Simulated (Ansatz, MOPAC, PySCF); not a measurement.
Torsion H3–B1–P2–H5 in BH4P (SMILES BP); at each angle all else is relaxed with GFN2-xTB, and the levels are single points there.
Geometry at 150° (charge 0, multiplicity 1):
```json
[
 {"atom": "B", "x (Å)": "-0.8816", "y (Å)": "0.0194", "z (Å)": "-0.0171"},
 {"atom": "P", "x (Å)": "0.8974", "y (Å)": "0.0290", "z (Å)": "-0.4850"},
 {"atom": "H", "x (Å)": "-1.5663", "y (Å)": "0.9052", "z (Å)": "-0.3536"},
 {"atom": "H", "x (Å)": "-1.3541", "y (Å)": "-0.9492", "z (Å)": "0.4354"},
 {"atom": "H", "x (Å)": "1.5176", "y (Å)": "-0.6489", "z (Å)": "0.5425"},
 {"atom": "H", "x (Å)": "1.3281", "y (Å)": "1.2922", "z (Å)": "-0.1437"}
]
```

On the grid 0° to 330°, 240° is the highest and 150° the lowest point at MP2/CBS(cc-pV(T+d)Z, cc-pV(Q+d)Z) + ΔCCSD(T)/cc-pV(T+d)Z.

Frozen-core correlation. CBS: X⁻³ extrapolation of the correlation energy, Hartree–Fock from the larger set. Rows in 3-21G, 6-31G*, LANL2DZ, STO-3G carry no dispersion term and start afresh at each structure (6-31G* with six Cartesian d functions). LANL2DZ brings its own core potentials from Na on. The state that AM1, PM3, PM7 reach isn't checked; PM7 holds dispersion and hydrogen-bond terms.

Programs: Ansatz (an electronic-structure program); MOPAC for AM1, PM3, PM7 (differences of heats of formation); PySCF for 3-21G rows, 6-31G* rows, LANL2DZ rows, STO-3G rows, the dispersion terms. Each number belongs to the level named beside it.

Other levels give for the energy at 240° less that at 150°: PBE/def2-TZVPP 46.3; B3LYP/def2-TZVPP 43.3; B3LYP-D3(BJ)/def2-TZVPP 43.2; wB97M-V/def2-TZVPP 39.9; MP2/CBS(cc-pV(T+d)Z, cc-pV(Q+d)Z) + ΔCCSD(T)/cc-pV(T+d)Z 40.2 kJ/mol.

Question: What do these common cheap choices give for the same quantity: AM1, PM3, PM7, HF/STO-3G, HF/3-21G, B3LYP/6-31G*, B3LYP/LANL2DZ, M06-2X/6-31G*?

Answer: AM1 23.3; PM3 52.2; PM7 69.0; HF/STO-3G 31.9; HF/3-21G 41.3; B3LYP/6-31G* 42.0; B3LYP/LANL2DZ 50.1; M06-2X/6-31G* 38.5 kJ/mol. They span 23.3 to 69.0 kJ/mol.
